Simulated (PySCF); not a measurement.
BGe2H7O.
SMILES with atom numbers: `[BH2:1][GeH2:2][O:3][GeH3:4]` (hydrogens: H5, H6 on B1; H7, H8 on Ge2; H9, H10, H11 on Ge4)

Method: PySCF, PBE0-D3(BJ)/def2-SVP geometry optimisation, gas phase.

Entries marked ? are missing. Bonds in one row agree within 0.01 Å.

```csv
coordinate,value
B1–Ge2,?
Ge2–O3,1.787 Å
O3–Ge4,?
"B1–H5, B1–H6",1.208 Å
"Ge2–H7, Ge2–H8",1.546 Å
"Ge4–H9, Ge4–H10, Ge4–H11",1.541 Å
Ge2–B1–H5,?
Ge2–B1–H6,?
H5–B1–H6,118.1°
B1–Ge2–O3,113.5°
B1–Ge2–H7,109.7°
B1–Ge2–H8,112.4°
O3–Ge2–H7,?
O3–Ge2–H8,?
H7–Ge2–H8,?
Ge2–O3–Ge4,129.3°
O3–Ge4–H9,109.5°
O3–Ge4–H10,106.0°
H9–Ge4–H10,110.9°
H9–Ge4–H11,109.6°
```

Task: Estimate the withheld lengths and angles.

Result: 
- B1–Ge2 = 2.058 Å, drawn single (ends: three-coordinate boron; germanium bonded to B, O and 2 H); 0.02 Å above the sum of covalent radii, 2.04 Å.
- O3–Ge4 = 1.774 Å, drawn single (ends: oxygen bonded to 2 Ge; germanium bonded to O and 3 H); 0.09 Å below the sum of covalent radii, 1.86 Å.
- Ge2–B1–H5 = 122.4°, at the three-coordinate boron; the outer atoms are 2.891 Å apart.
- Ge2–B1–H6 = 119.5°, at the three-coordinate boron; the outer atoms are 2.854 Å apart.
- O3–Ge2–H7 = 107.4°, at the germanium bonded to B, O and 2 H; the outer atoms are 2.693 Å apart.
- O3–Ge2–H8 = 105.4°, at the germanium bonded to B, O and 2 H; the outer atoms are 2.652 Å apart.
- H7–Ge2–H8 = 108.1°, at the germanium bonded to B, O and 2 H; the outer atoms are 2.503 Å apart.

Radii are Cordero's.

Not checked by PBE0-D3(BJ)/def2-SVP frequencies. One conformer, not necessarily the lowest (H–B1–Ge2–O3 7° and -174°, B1–Ge2–O3–Ge4 -22°).

Run on one thread, Arm Neoverse V1 (aarch64) (shared host). These figures are those of the optimisation.
